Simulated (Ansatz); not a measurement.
Start from `[SiH3]C(Cl)Cl` and change one atom or group to get `OC([SiH3])Cl`.

Ansatz, PBE0-D4/def2-TZVP geometries, multiplicity 1. Each molecule was computed in one conformer, which needn't be the lowest.

```csv
property,`[SiH3]C(Cl)Cl`
"ideal-gas entropy at 298 K and 1 bar (rigid rotor, harmonic PBE0-D4/def2-TZVP) / J/(mol·K)",328
LUMO energy (B3LYP/def2-TZVPP) / eV,-0.72
LUMO energy (PBE0/def2-TZVPP) / eV,-0.48
LUMO energy (ωB97M-V/def2-TZVPP) / eV,1.43
size of the dipole moment (B3LYP/def2-TZVPP) / D,1.55
HOMO–LUMO gap (PBE0/def2-TZVPP) / eV,7.73
```

Question: Give the same properties after the change, and the shifts. (Best estimate.)

Answer: The calculation gave: 
```json
{"property": "ideal-gas entropy at 298 K and 1 bar (rigid rotor, harmonic PBE0-D4/def2-TZVP) / J/(mol·K)", "`OC([SiH3])Cl`": "322", "shift": "-6"}
{"property": "LUMO energy (B3LYP/def2-TZVPP) / eV", "`OC([SiH3])Cl`": "-0.22", "shift": "0.50"}
{"property": "LUMO energy (PBE0/def2-TZVPP) / eV", "`OC([SiH3])Cl`": "0.05", "shift": "0.53"}
{"property": "LUMO energy (ωB97M-V/def2-TZVPP) / eV", "`OC([SiH3])Cl`": "1.76", "shift": "0.33"}
{"property": "size of the dipole moment (B3LYP/def2-TZVPP) / D", "`OC([SiH3])Cl`": "1.76", "shift": "0.21"}
{"property": "HOMO–LUMO gap (PBE0/def2-TZVPP) / eV", "`OC([SiH3])Cl`": "8.17", "shift": "0.44"}
```

With PBE0 the HOMO rises by 0.08 eV and the LUMO rises by 0.53 eV, so the gap widens by about 0.45 eV. PBE moves the HOMO by 0.12 eV and ωB97M-V by 0.05 eV. The zero-point energy changes by 36.1 kJ/mol with +3 modes. Dipoles are sizes alone; their direction can turn.

B3LYP here is the variant with VWN-RPA as its local correlation; programs differ in this.
